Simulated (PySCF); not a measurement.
Job for PySCF: R-B3LYP/3-21G on CH4O2Si (SMILES CO[Si]O), a point of a torsion scan.

```python
from pyscf import gto, scf, dft, mp
from pyscf.data.elements import chemcore

mol = gto.M(
    atom='''
    C    -0.95081231    0.09736722    0.28788300
    O    -0.18087635   -1.02109769    0.02307136
    Si    1.35308054   -1.54755463   -0.17746401
    O     1.87267104   -1.98531031    1.29251578
    H    -2.00101926   -0.20143971    0.33174164
    H    -0.67251477    0.55816822    1.24261857
    H    -0.82700282    0.84063386   -0.50728640
    H     1.40781051   -1.90884437    2.12943046
    ''',
    basis='3-21g',
    charge=0, spin=0, verbose=3, max_memory=1800)
mf = dft.RKS(mol, xc='b3lyp')
mf.conv_tol = 1e-8
mf.max_cycle = 100
mf.kernel()
if not mf.converged:
    mf = mf.newton().run(mf.mo_coeff, mf.mo_occ)
```

Program output:

```
converged SCF energy = -477.909866592339
```

The calculation finished and met its thresholds.

Cost: roughly 5 core-seconds.
